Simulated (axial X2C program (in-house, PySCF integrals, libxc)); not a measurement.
# Potential curves of CsCr, 2c

Computed with an in-house relativistic program for diatomic molecules. Two-component (2c) means X2C with spin–orbit coupling and atomic mean-field two-electron Coulomb and Gaunt terms. Basis: Cs dyall-cv3z [15s15p9d4f1g], Cr dyall-cv3z [9s10p6d3f2g] (cores contracted in-house); Gaussian nuclei, density fitting, unrestricted open shells. Masses: Cs 132.905 u, Cr 51.941 u.

State: Ω = 5/2 (⟨Sz⟩ = 2.50, ⟨Lz⟩ = 0.00 at PBE0). Energies in eV from the fragments at the same level (Cs + Cr). Fits are polynomials in 1 − R0/R over 0.85 to 1.23 times the lowest point R0.

```json
{"R (Å)": "3.3596", "PBE0": "-0.5583"}
{"R (Å)": "3.4668", "PBE0": "-0.5752"}
{"R (Å)": "3.5740", "PBE0": "-0.5800"}
{"R (Å)": "3.6991", "PBE0": "-0.5736"}
{"R (Å)": "3.8242", "PBE0": "-0.5567"}
{"R (Å)": "3.9850", "PBE0": "-0.5246"}
```

The state is one determinant whose occupation by symmetry is held fixed; it was picked as the lowest of a PBE0 search that is not exhaustive. De is counted from the lowest determinant-based energies of the atoms at the same level, without counterpoise correction. Density functionals use the spin component along the axis (collinear). With several unpaired electrons one determinant need not be a pure state. This is the top spin component of a Σ state; components of lower Ω are not single determinants and can lie lower. The determinant is spin-polarised beyond a pure state at some levels (its spin-free form has ⟨S²⟩ too high), which makes Re and μ there less reliable.

Fit the PBE0 curve near its minimum: give the equilibrium distance, the harmonic wavenumber and the well depth.

At PBE0, 2c: Re = 3.570 Å, ωe ≈ 79.1 cm⁻¹, De = 0.58 eV to Cs + Cr; Be follows as 0.0354 cm⁻¹.
